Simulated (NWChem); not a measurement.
Molecule: C$_{2}$H$_{3}$O$_{2}$, doublet; SMILES O=[C]OC

```xyz
7

C      0.4796     1.3324     0.0865
O     -0.6191     0.4648     0.4126
C     -0.5138    -0.7786     0.0265
O      0.3558    -1.3296    -0.5611
H      0.6113     1.3823    -1.0038
H      0.2199     2.3184     0.4865
H      1.4051     0.9612     0.5494
```
Atoms are numbered in this order, from 1.

Results from NWChem. Pople sets run with spherical d functions. Spin-unrestricted. The geometry was optimised at PBE0/def2-SVP, spin-unrestricted. No stability test was run on the SCF state. Vzz is the largest principal value of the second derivative of the potential at the nucleus (NWChem prints the opposite sign); η is the asymmetry. Non-relativistic.

Q: Estimate the computed values for UHF/6-31G*. Quantities: Vzz O2 (a.u.); η O2; Vzz O4 (a.u.); η O4.

A: The vzz O2 (a.u.) comes out as 1.765, the η O2 is 0.43 and the vzz O4 (a.u.) comes out as -1.031. The η O4 is 0.14.
